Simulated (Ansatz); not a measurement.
Calculation: Ansatz (a quantum-chemistry and plane-wave program) with PBE-D3(BJ)/def2-SVP. No frequencies were computed at this level.

Ansatz 0.2 input:
```yaml
crystal:
  periodic: [false, false, false]
  atoms:
    - { symbol: C, position_ang: [4.586533, -1.426129, -0.22284] }
    - { symbol: C, position_ang: [3.396649, -1.259073, -0.185848] }
    - { symbol: C, position_ang: [2.009777, -1.081237, -0.142139] }
    - { symbol: C, position_ang: [1.328107, 0.089363, -0.013642] }
    - { symbol: C, position_ang: [-0.082588, -0.078908, -0.006286] }
    - { symbol: C, position_ang: [-1.078524, 0.905346, 0.108927] }
    - { symbol: Si, position_ang: [-0.629269, 2.72921, 0.283192] }
    - { symbol: C, position_ang: [-2.395843, 0.480668, 0.089246] }
    - { symbol: C, position_ang: [-2.744282, -0.862289, -0.038764] }
    - { symbol: C, position_ang: [-1.772923, -1.835581, -0.15259] }
    - { symbol: C, position_ang: [-0.446343, -1.434524, -0.135281] }
    - { symbol: S, position_ang: [0.945519, -2.472707, -0.262932] }
    - { symbol: H, position_ang: [5.625873, -1.562498, -0.250773] }
    - { symbol: H, position_ang: [1.815271, 1.044302, 0.072839] }
    - { symbol: H, position_ang: [0.136435, 3.156762, -0.891344] }
    - { symbol: H, position_ang: [0.177444, 2.918912, 1.49227] }
    - { symbol: H, position_ang: [-1.87026, 3.497343, 0.381206] }
    - { symbol: H, position_ang: [-3.184626, 1.214299, 0.176038] }
    - { symbol: H, position_ang: [-3.786693, -1.144422, -0.048975] }
    - { symbol: H, position_ang: [-2.030256, -2.878836, -0.252304] }
basis:
  gaussian: { orbitals: def2-svp }
hamiltonian:
  xc: pbe
  dispersion: d3bj
relax:
  max_steps: 150
```

Output:

```
Functional definition: PBE
2445 factors; their error is unknown
mean field evaluation 1: about -29150.8447 eV, gradient 9.2e1 eV
mean field evaluation 2: about -29040.7338 eV, gradient 2.1e2 eV
mean field evaluation 4: about -29170.9893 eV, gradient 4.1e1 eV
mean field evaluation 8: about -29175.8053 eV, gradient 7.8e-1 eV
mean field evaluation 16: about -29175.6526 eV, gradient 2.1e-2 eV
mean field -29175.65264810 eV, -1072.1854588499 hartree, gradient 6.1e-5 eV, S^2 0.000000; 0 other end points of the search recorded, 0 dependent functions left out
reference -29175.65269408 eV, -1072.1854605396 hartree; 49, 49 occupied and 167, 167 virtual orbitals, 2445 factors
relax step   1: F+E_penalty+E_count = -29176.39590569 eV  Δ(F+E_penalty+E_count) = +0.000e0 eV  max|allowed force component| = 1.813e0 eV/Å  Δτ_max = 0.0000 Å  (36 SCF iters, accepted)
these checks for a lower state are left out or cut short: starts, cluster_reference, orbital_swaps, neighbouring_geometries, increment
2445 factors; their error is unknown
mean field -29175.87482136 eV, -1072.1936235667 hartree, gradient 1.3e-5 eV, S^2 0.000000; 0 other end points of the search recorded, 0 dependent functions left out
reference -29175.87486810 eV, -1072.1936252846 hartree; 49, 49 occupied and 167, 167 virtual orbitals, 2445 factors
relax step   2: F+E_penalty+E_count = -29176.61232238 eV  Δ(F+E_penalty+E_count) = -2.164e-1 eV  max|allowed force component| = 2.818e-1 eV/Å  Δτ_max = 0.0910 Å  (36 SCF iters, accepted)
these checks for a lower state are left out or cut short: starts, cluster_reference, orbital_swaps, neighbouring_geometries, increment
2445 factors; their error is unknown
mean field evaluation 32: about -29176.0436 eV, gradient 1.5e0 eV
mean field -29175.89185734 eV, -1072.1942496275 hartree, gradient 1.4e-5 eV, S^2 0.000000; 0 other end points of the search recorded, 0 dependent functions left out
reference -29175.89190428 eV, -1072.1942513525 hartree; 49, 49 occupied and 167, 167 virtual orbitals, 2445 factors
relax step   3: F+E_penalty+E_count = -29176.62767981 eV  Δ(F+E_penalty+E_count) = -1.536e-2 eV  max|allowed force component| = 1.211e-1 eV/Å  Δτ_max = 0.0274 Å  (36 SCF iters, accepted)
these checks for a lower state are left out or cut short: starts, cluster_reference, orbital_swaps, neighbouring_geometries, increment
2445 factors; their error is unknown
mean field -29175.89229657 eV, -1072.1942657689 hartree, gradient 1.4e-5 eV, S^2 0.000000; 0 other end points of the search recorded, 0 dependent functions left out
reference -29175.89234351 eV, -1072.1942674937 hartree; 49, 49 occupied and 167, 167 virtual orbitals, 2445 factors
relax step   4: F+E_penalty+E_count = -29176.62803330 eV  Δ(F+E_penalty+E_count) = -3.535e-4 eV  max|allowed force component| = 3.873e-2 eV/Å  Δτ_max = 0.0076 Å  (37 SCF iters, accepted)
these checks for a lower state are left out or cut short: starts, cluster_reference, orbital_swaps, neighbouring_geometries, increment
2445 factors; their error is unknown
mean field -29175.89249289 eV, -1072.1942729836 hartree, gradient 1.4e-5 eV, S^2 0.000000; 0 other end points of the search recorded, 0 dependent functions left out
reference -29175.89253981 eV, -1072.1942747079 hartree; 49, 49 occupied and 167, 167 virtual orbitals, 2445 factors
relax step   5: F+E_penalty+E_count = -29176.62814745 eV  Δ(F+E_penalty+E_count) = -1.141e-4 eV  max|allowed force component| = 6.212e-2 eV/Å  Δτ_max = 0.0107 Å  (37 SCF iters, accepted)
these checks for a lower state are left out or cut short: starts, cluster_reference, orbital_swaps, neighbouring_geometries, increment
2445 factors; their error is unknown
mean field -29175.89258118 eV, -1072.1942762281 hartree, gradient 1.4e-5 eV, S^2 0.000000; 0 other end points of the search recorded, 0 dependent functions left out
reference -29175.89262810 eV, -1072.1942779523 hartree; 49, 49 occupied and 167, 167 virtual orbitals, 2445 factors
relax step   6: F+E_penalty+E_count = -29176.62822172 eV  Δ(F+E_penalty+E_count) = -7.428e-5 eV  max|allowed force component| = 9.536e-3 eV/Å  Δτ_max = 0.0028 Å  (37 SCF iters, accepted)
2445 factors; their error is unknown
mean field evaluation 64: about -29167.3825 eV, gradient 5.2e1 eV
mean field -29175.89258118 eV, -1072.1942762281 hartree, gradient 1.9e-5 eV, S^2 0.000000; 1 other end points of the search recorded, 0 dependent functions left out
reference -29175.89262810 eV, -1072.1942779523 hartree; 49, 49 occupied and 167, 167 virtual orbitals, 2445 factors
Total energy: -29176.62826864 eV, -1072.2213122436 hartree
Atom 0 at     4.658433    -1.482050    -0.228407 Å, force    -0.007628    -0.000698     0.002018 eV/Å
Atom 1 at     3.446165    -1.295414    -0.188971 Å, force     0.007771     0.003055    -0.000294 eV/Å
Atom 2 at     2.048501    -1.097514    -0.145276 Å, force    -0.006953    -0.001572     0.002022 eV/Å
Atom 3 at     1.352736     0.095064    -0.013968 Å, force     0.006931    -0.006134    -0.002609 eV/Å
Atom 4 at    -0.071335    -0.071646    -0.006133 Å, force    -0.009536    -0.000330     0.001127 eV/Å
Atom 5 at    -1.091417     0.920669     0.110601 Å, force     0.007906    -0.005013    -0.000492 eV/Å
Atom 6 at    -0.669780     2.750996     0.286069 Å, force    -0.001291     0.004450     0.000144 eV/Å
Atom 7 at    -2.428585     0.492912     0.091114 Å, force    -0.002911    -0.004093    -0.000380 eV/Å
Atom 8 at    -2.774461    -0.872234    -0.039168 Å, force    -0.001763     0.003606     0.000522 eV/Å
Atom 9 at    -1.787396    -1.854828    -0.154375 Å, force     0.000805    -0.001612     0.000325 eV/Å
Atom 10 at    -0.441358    -1.448808    -0.137145 Å, force     0.003587     0.003004     0.000412 eV/Å
Atom 11 at     0.958516    -2.487322    -0.264780 Å, force     0.002789     0.003917    -0.001061 eV/Å
Atom 12 at     5.727670    -1.637349    -0.260988 Å, force     0.000746    -0.001527    -0.001509 eV/Å
Atom 13 at     1.869093     1.060444     0.073564 Å, force    -0.001852     0.002409     0.000084 eV/Å
Atom 14 at     0.119857     3.241893    -0.898849 Å, force     0.000557     0.000059    -0.000540 eV/Å
Atom 15 at     0.161589     3.000753     1.516918 Å, force     0.000409    -0.000050     0.000563 eV/Å
Atom 16 at    -1.951468     3.530150     0.385902 Å, force    -0.000096     0.000101     0.000187 eV/Å
Atom 17 at    -3.236268     1.236344     0.179422 Å, force    -0.000362     0.000806    -0.000076 eV/Å
Atom 18 at    -3.834992    -1.165386    -0.049941 Å, force    -0.000245     0.000446    -0.000127 eV/Å
Atom 19 at    -2.055497    -2.916675    -0.255589 Å, force     0.001137    -0.000822    -0.000316 eV/Å
Dipole moment:    -0.074209    -0.080445    -0.006351 e Å
```

Cost: roughly 100 core-seconds.
